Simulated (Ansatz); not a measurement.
The cluster Au2Br⁺. Total charge 1; quintet. Geometry r2SCAN-D4/def2-TZVP.

```xyz
3

Au    0.380   -1.009   -1.103
Au    0.898    0.286    1.221
Br   -1.278    0.723   -0.118
```

In the def2 sets Au takes a core potential; there is no spin–orbit coupling. LC-ωPBE has ω = 0.4 bohr⁻¹. At PBE0-D4/def2-TZVP a singlet of charge 1 lies 4.96 eV below the quintet, each at its own geometry. The structure comes from a short search, and lower isomers may exist.

**Question.** Estimate the α-spin orbital energies around the gap (eV) in Ansatz with PBE-D4/def2-TZVP, r2SCAN-D4/def2-TZVP, r2SCAN0-D4/def2-TZVP, LC-ωPBE/def2-TZVP, ωB97M-V/def2-TZVP.

**Answer.** 
| orbital | PBE-D4/def2-TZVP | r2SCAN-D4/def2-TZVP | r2SCAN0-D4/def2-TZVP | LC-ωPBE/def2-TZVP | ωB97M-V/def2-TZVP |
| --- | --- | --- | --- | --- | --- |
| HOMO−13 | -16.51 | -16.95 | -18.47 | -21.03 | -20.54 |
| HOMO−12 | -16.19 | -16.74 | -18.31 | -20.85 | -20.30 |
| HOMO−11 | -15.99 | -16.48 | -18.19 | -20.71 | -20.20 |
| HOMO−10 | -14.83 | -15.27 | -16.74 | -19.16 | -18.86 |
| HOMO−9 | -14.82 | -15.25 | -16.68 | -19.07 | -18.80 |
| HOMO−8 | -14.70 | -15.16 | -16.47 | -18.70 | -18.45 |
| HOMO−7 | -14.34 | -14.78 | -16.20 | -18.52 | -18.32 |
| HOMO−6 | -14.26 | -14.73 | -16.17 | -18.43 | -18.07 |
| HOMO−5 | -14.03 | -14.45 | -15.84 | -18.14 | -17.87 |
| HOMO−4 | -14.01 | -14.40 | -15.78 | -18.07 | -17.86 |
| HOMO−3 | -13.95 | -14.38 | -15.68 | -18.01 | -17.71 |
| HOMO−2 | -13.78 | -14.24 | -15.60 | -17.81 | -17.42 |
| HOMO−1 | -11.52 | -11.87 | -12.71 | -14.70 | -14.32 |
| HOMO | -10.44 | -10.80 | -11.36 | -13.05 | -12.69 |
| LUMO | -6.09 | -5.75 | -5.24 | -3.89 | -4.07 |
| LUMO+1 | -6.02 | -5.68 | -5.18 | -3.75 | -4.01 |
| LUMO+2 | -4.86 | -4.33 | -3.85 | -2.54 | -2.85 |
| LUMO+3 | -4.46 | -3.95 | -3.45 | -2.12 | -2.43 |
| LUMO+4 | -3.96 | -3.46 | -2.89 | -1.51 | -1.83 |
| LUMO+5 | -2.87 | -2.00 | -1.54 | -0.67 | -1.15 |
| β HOMO | -13.46 | -13.77 | -14.95 | -17.29 | -16.99 |
| β LUMO | -13.17 | -13.17 | -12.34 | -9.95 | -10.31 |
